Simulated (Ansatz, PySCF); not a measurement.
CH5BFNO. Atoms are numbered in the order given.

```xyz
10

N      1.3731     0.5624     0.0000
B     -0.0290     0.5671     0.0000
O     -0.8189     1.6854     0.0000
C     -0.7786    -0.8320     0.0000
F      0.1242    -1.8856     0.0000
H      1.8577    -0.3260     0.0000
H      1.9756     1.3731     0.0000
H     -0.3279     2.5114     0.0000
H     -1.4333    -0.9264    -0.8855
H     -1.4333    -0.9264     0.8855
```
Charge 0, spin multiplicity 1.

Geometry: PBE0-D3(BJ)/def2-SVP. This is a generated structure with no PubChem entry under its InChIKey; it may be hypothetical. One conformer was computed; it need not be the lowest.

Vertical ionisation energy (IE) and electron affinity (EA) in eV. Rows of orbital energies are one-electron estimates. Where ΔSCF, EOM or ADC give a negative EA the extra electron is unbound and the value depends on the basis.

| level | IE | EA |
|---|---|---|
| −ε(HOMO), −ε(LUMO), r2SCAN/def2-TZVP (PySCF) | 6.83 | -0.59 |
| −ε(HOMO), −ε(LUMO), PBE/def2-TZVP (PySCF) | 6.51 | 0.21 |
| ΔSCF, CAM-B3LYP/def2-SVPD (Ansatz), final states of multiplicity 2 and 2 | 10.69 | -1.07 |
| ΔSCF, PBE/def2-SVPD (Ansatz), final states of multiplicity 2 and 2 | 10.11 | -0.87 |

Question: What vertical singlet–triplet gap does ΔSCF give with CAM-B3LYP/def2-SVPD (Ansatz, an electronic-structure program) and with PBE/def2-SVPD (Ansatz)? (An estimate is asked for; the answer gives what the named calculation found.)

Answer: 6.77 and 6.31 eV (triplet above singlet where positive).
